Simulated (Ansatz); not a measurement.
`[CH3][AlH][S]C` + HCl → `C[S][AlH][Cl]` + CH₄ at 298.15 K and 1 bar (ligand exchange at the Al–C bond).

Isolated molecules relaxed with PBE0-D4/def2-TZVP in Ansatz; ΔE leaves out vibrations. CBS: MP2 limit from def2 TZ/QZ plus the TZ coupled-cluster correction, frozen cores. This one scheme is used for every species. Each species was taken in one conformer, which may not be the lowest.

```
         species  CCSD(T)/CBS energy (Eh)  H − E (kJ/mol)  S (J/(mol·K))
`[CH3][AlH][S]C`               -720.14936           236.7          362.2
             HCl               -460.38127            26.6          186.8
 `C[S][AlH][Cl]`              -1140.13367           145.4          345.8
             CH₄                -40.46206           127.4          186.2
```

H − E and S are ideal-gas, rigid-rotor, harmonic terms from PBE0-D4/def2-TZVP, for one conformer and one mirror image of each species. 1 Eh = 2625.50 kJ/mol, R = 8.31446 J/(mol·K).

Question: By hand: ΔE, ΔH, ΔS and ΔG.

Answer: ΔE = (-1140.13367) + (-40.46206) − (-720.14936) − (-460.38127) = -0.06510 Eh = -170.9 kJ/mol. Δ(H − E) = 145.4 + 127.4 − 236.7 − 26.6 = 9.5, so ΔH = -161.4 kJ/mol. ΔS = 345.8 + 186.2 − 362.2 − 186.8 = -17.0 J/(mol·K). ΔG = -161.4 − 298.15 × (-17.0)/1000 = -156.3 kJ/mol.

Question: By hand: the equilibrium constant, and the temperature at which ΔG would vanish if ΔH and ΔS stayed fixed.

Answer: log₁₀ K = −ΔG/(RT ln 10) = 27.4. ΔG = 0 at ΔH/ΔS = 9494 K, far beyond where these terms or the molecules hold.

ΔH outweighs TΔS. A doubt of 5 kJ/mol in ΔE shifts log₁₀ K by 0.9 here. Other conformers and mirror images would add mixing entropy, several J/(mol·K) or more a flexible species. Modes under 60 cm⁻¹, often nearly free rotors, make the harmonic entropy too high. These are equilibria of isolated gas molecules and say nothing of rates. Largest T1 diagnostic: 0.010 (customary marks: 0.02 for closed shells, 0.045 for open ones).
